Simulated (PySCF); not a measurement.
Cl₂GaH₃Si. Atoms are numbered in the order given.

```xyz
7

Ga    -0.0222     0.0071    -0.0045
Cl    -1.8141    -1.1816    -0.2549
Cl    -0.1163     1.9180    -1.0185
Si     1.9012    -0.7233     1.2396
H      2.4960     0.4405     1.9535
H      2.8909    -1.2759     0.2708
H      1.5003    -1.7791     2.2096
```

Coordinates come from a B3LYP-D3(BJ)/def2-SVP optimisation. The structure was generated by enumeration; whether it is a known compound was not checked.

The numbers are results of B3LYP-D3(BJ)/def2-SVP (PySCF), not measurements.

Frequencies are harmonic and unscaled.

A small imaginary wavenumber (i) marks a very flat motion, where grid noise or a shallow saddle decides the sign.

| mode | ν (cm⁻¹) | IR (km/mol) | moving atoms (share of kinetic energy) |
|---|---|---|---|
| 1 | 16i | 0.1 | H 95 % |
| 2 | 81 | 1.7 | Cl 36 %, Si 33 %, Ga 18 %, H 14 % |
| 3 | 110 | 6.8 | Ga 57 %, Cl 27 %, Si 9 % |
| 4 | 130 | 9.8 | Cl 76 %, Ga 15 %, Si 8 % |
| 5 | 305 | 3.5 | Si 56 %, Cl 33 % |
| 6 | 418 | 58.4 | Cl 50 %, Ga 39 %, Si 9 % |
| 7 | 426 | 76.5 | Cl 60 %, Ga 39 % |
| 8 | 476 | 6.0 | H 88 %, Si 9 % |
| 9 | 502 | 0.3 | H 87 %, Si 10 % |
| 10 | 858 | 285.0 | H 91 %, Si 9 % |
| 11 | 937 | 41.2 | H 97 % |
| 12 | 940 | 41.1 | H 97 % |
| 13 | 2219 | 48.3 | H 99 % |
| 14 | 2235 | 64.8 | H 96 % |
| 15 | 2244 | 67.5 | H 96 % |
